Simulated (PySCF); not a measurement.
**Relaxation of singlet WSF₂**

All numbers come from B3LYP/[W def2-SVP with ECP60, S def2-SVP, F def2-SVP], scalar-relativistic core potentials, density fitting, no spin–orbit coupling, PySCF. A (50,194) grid was used.

A hand-made trigonal pyramidal start, of Cs symmetry, held to at least that symmetry:

Coordinates in bohr (charge 0 multiplicity 1):
```
W     0.0993    0.1721   -0.5059
S    -1.6861   -2.9203    1.3927
F     3.4531    0.1719    1.2773
F    -1.5775    3.0766    1.2773
```

Task: What does it relax to?

Result: It ends at C2v with W–F 1.844 Å (×2), W–S 2.102 Å; F–W–F 134.4°, F–W–S 112.8° (×2) (after a last refinement on a finer grid). No frequency check is given, so it may be a saddle point.

Task: How much energy is released, and in how many steps?

Result: 231.6 kJ/mol in 8 steps.

Stability towards spin polarisation was not tested. No spin–orbit coupling is included, which matters more the heavier the element.

The relaxation took of the order of 40 core-seconds on a shared host.
